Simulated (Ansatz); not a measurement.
Be₄F₆⁺. Charge 1, multiplicity 2. Geometry r2SCAN-D4/def2-SVP; atoms count from 1.

```xyz
10

Be    0.1738   -2.2769    0.3612
Be   -1.0916   -0.3113   -0.9202
Be    0.6838    1.5785   -1.5439
Be    0.3453    0.5601    1.2242
F     0.4040    1.1736    2.4840
F     0.7849   -1.0594    0.9723
F     1.0857    1.2211   -0.1513
F    -0.7735   -1.8235   -0.8250
F    -1.1591    0.3569    0.4118
F    -0.4534    0.5809   -2.0132
```

Another isomer (doublet) lies 1.26 eV lower at PBE0-D4/def2-TZVP; other spin states weren't run for this one.

Question: Estimate the Mulliken populations from the PBE0/def2-TZVP orbitals of Ansatz.

Answer: 
| atom | charge (e) | spin (α − β) |
| --- | --- | --- |
| Be1 | 0.52 | 0.49 |
| Be2 | 0.64 | 0.05 |
| Be3 | 0.52 | 0.49 |
| Be4 | 0.41 | 0.01 |
| F5 | -0.24 | 0.00 |
| F6 | -0.15 | -0.01 |
| F7 | -0.15 | -0.01 |
| F8 | -0.17 | -0.01 |
| F9 | -0.19 | 0.00 |
| F10 | -0.17 | -0.01 |
Mulliken values and Mayer orders depend strongly on the basis.

Question: Where does the spin sit?

Answer: Summed by element: Be 1.03, F -0.03, of 1 unpaired in all. Largest on single atoms: Be1 0.49, Be3 0.49, Be2 0.05.

Question: And the Mayer bond orders between bonded heavy atoms (over 0.3)?

Answer: Be1–F6 0.90 (1.49 Å); Be1–F8 0.67 (1.58 Å); Be2–F8 0.65 (1.55 Å); Be2–F9 0.87 (1.49 Å); Be2–F10 0.65 (1.55 Å); Be3–F7 0.90 (1.49 Å); Be3–F10 0.67 (1.58 Å); Be4–F5 1.32 (1.40 Å); Be4–F6 0.44 (1.70 Å); Be4–F7 0.44 (1.70 Å); Be4–F9 0.39 (1.72 Å). Values over 0.3 also appear between atoms too far apart for a bond (Be1–Be3 0.43 at 4.33 Å); they arise where an orbital or an unpaired electron spreads over both atoms.
